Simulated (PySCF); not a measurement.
One of the candidates below gave these computed data.

All candidates are C4H12N2OSi2.

- NMR, other nuclei: isotropic shieldings of nuclei other than C and H, by class: -148 (1 N), 258 (1 N), -361 (1 O), 381 (1 Si), 399 (1 Si) ppm [GIAO PBE0/pcSseg-1]
- 1H NMR: chemical shifts (computed TMS as zero) by class: 8.23 (1 H), 5.38 (2 H), 4.69 (3 H), 3.05 (3 H), 2.53 (3 H) ppm [GIAO PBE0/pcSseg-1]
- Dipole: 2.10 D [PBE0/pcSseg-1]
- Rotational structure: rotational constants A, B, C: 2.881, 0.451, 0.431 GHz [GFN2-xTB]
- 13C NMR: chemical shifts (computed TMS as zero) by class: 205.9 (1 C), 173.8 (1 C), 34.1 (1 C), 25.0 (1 C) ppm [GIAO PBE0/pcSseg-1]

The electronic properties come from PySCF, for the isolated species, density fitting. Levels stand in brackets. One conformer (not necessarily the lowest) at the GFN2-xTB geometry, without solvent, vibrations or thermal averaging. NMR values are class means; diastereotopic atoms form classes of their own.

Task: Which candidate is it?
A. `[H]/N=C/C(=C)[Si@H](O)[SiH2]NC`
B. `C=C[Si@@H]([SiH2]N)N(C)C=O`
C. `CC(=O)/C=N/[SiH2]N(C)[SiH3]`
D. `CCO[Si@@H](CC#N)[SiH2]N`

Result: C. It is `CC(=O)/C=N/[SiH2]N(C)[SiH3]`. Numbering: `[CH3:1][C:2](=[O:3])/[CH:4]=[N:5]/[SiH2:6][N:7]([CH3:8])[SiH3:9]`. Its formula, C4H12N2OSi2, gives 2 degrees of unsaturation: 0 rings and 2 π bonds in the structure found. 4 carbons fall into 4 classes; from least to most shielded: ketone carbonyl carbon [C2] (205.9 ppm), C=N carbon [C4] (173.8 ppm), N-methyl carbon [C8] (34.1 ppm), methyl carbon next to a carbonyl [C1] (25.0 ppm). Hydrogen classes from least to most shielded: 1 H on a C=N carbon, C4 (8.23 ppm), 2 H on an SiH2 silicon, Si6 (5.38 ppm), 3 H on an SiH3 silicon, Si9 (4.69 ppm), 3 H on an N-methyl carbon, C8 (3.05 ppm, a mean of values up to 1.3 ppm apart in this geometry), 3 H on a methyl carbon next to a carbonyl, C1 (2.53 ppm, a mean of values up to 2.0 ppm apart in this geometry). The other shieldings belong to: -148 ppm, C=N nitrogen [N5]; 258 ppm, nitrogen bridging silicon atoms [N7]; -361 ppm, ketone oxygen [O3]; 381 ppm, SiH2 silicon [Si6]; 399 ppm, SiH3 silicon [Si9]. The optimised geometry has point group C1 and is an asymmetric top.

The others, at the same levels:
- `CCO[Si@@H](CC#N)[SiH2]N` fails: its computed 13C shifts are 125.0 (1 C), 64.0 (1 C), 20.5 (1 C), 2.3 (1 C) ppm, 1H shifts are 5.64 (1 H), 5.32 (1 H), 5.24 (1 H), 4.09 (1 H), 3.74 (1 H), 2.15 (1 H), 1.87 (1 H), 1.32 (3 H), 0.40 (2 H) ppm and rotational constant A is 1.621 GHz (against 2.881 GHz).
- `C=C[Si@@H]([SiH2]N)N(C)C=O` fails: its computed 13C shifts are 174.0 (1 C), 144.8 (1 C), 143.9 (1 C), 31.9 (1 C) ppm, 1H shifts are 8.26 (1 H), 6.91 (1 H), 6.47 (1 H), 5.97 (1 H), 5.56 (1 H), 5.23 (1 H), 5.09 (1 H), 3.05 (3 H), 0.30 (2 H) ppm and rotational constant A is 1.229 GHz (against 2.881 GHz).
- `[H]/N=C/C(=C)[Si@H](O)[SiH2]NC` fails: its computed 13C shifts are 180.3 (1 C), 159.8 (1 C), 149.3 (1 C), 35.4 (1 C) ppm, 1H shifts are 10.50 (1 H), 8.51 (1 H), 6.95 (1 H), 6.76 (1 H), 5.91 (1 H), 4.84 (1 H), 4.63 (1 H), 2.87 (3 H), 1.21 (1 H), -0.30 (1 H) ppm and rotational constant A is 1.906 GHz (against 2.881 GHz).

Each candidate is one conformer, not necessarily the lowest. The conformers computed, where there is a choice (atom-mapped SMILES and torsion angles):
- `[CH3:1][C:2](=[O:3])/[CH:4]=[N:5]/[SiH2:6][N:7]([CH3:8])[SiH3:9]`: C1–C2–C4–N5 -18°, C4–N5–Si6–N7 122°, N5–Si6–N7–C8 36°

The conformers of `CCO[Si@@H](CC#N)[SiH2]N`, `C=C[Si@@H]([SiH2]N)N(C)C=O` and `[H]/N=C/C(=C)[Si@H](O)[SiH2]NC` aren't listed.
